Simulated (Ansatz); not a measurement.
The cluster Mo₃P₃, relaxed as a doublet with UKS PBE0-D4/def2-SVP in Ansatz, starting from the GFN1-xTB geometry. Force threshold 0.02 eV/Å.

In the def2 sets Mo takes a core potential; there is no spin–orbit coupling. The structure comes from a short search, and lower isomers may exist.

Start:

```
atom   x (Å)   y (Å)   z (Å)
 Mo1   1.463   0.406  -1.209
 Mo2  -0.295   0.077   0.583
 Mo3   0.165  -1.711  -1.153
  P4  -2.617   0.824   0.985
  P5   2.547  -1.692  -0.920
  P6  -1.263   2.096   1.713
```

(1) Estimate the energy that the relaxation releases and the steps that it takes.

(2) Does the start keep its bonding?

(3) Predict the relaxed structure.

Answers

(1) 322.0 kJ/mol, in 28 steps; 9.9 min on 4 threads of AMD EPYC 7R43 on a shared host. No frequencies were taken in this run, so the end may be a saddle point.

(2) Bonds formed: Mo1–P6, Mo2–P5, Mo3–P4 (atoms count from 1). The end is the same structure that another start reached, the lowest one found.

(3) 
Cartesian coordinates in Å:
```
Mo 1.0276 0.7541 -0.8476
Mo 0.1388 -0.4142 1.2089
Mo -0.3497 -0.8357 -1.2336
P -2.0092 0.1608 0.3826
P 1.7778 -1.4689 -0.2920
P -0.5852 1.8039 0.7816
```
Bond lengths (bridged metal pairs left out): 7 × Mo–P 2.37 to 2.52 Å; 1 × P–P 2.21 Å.
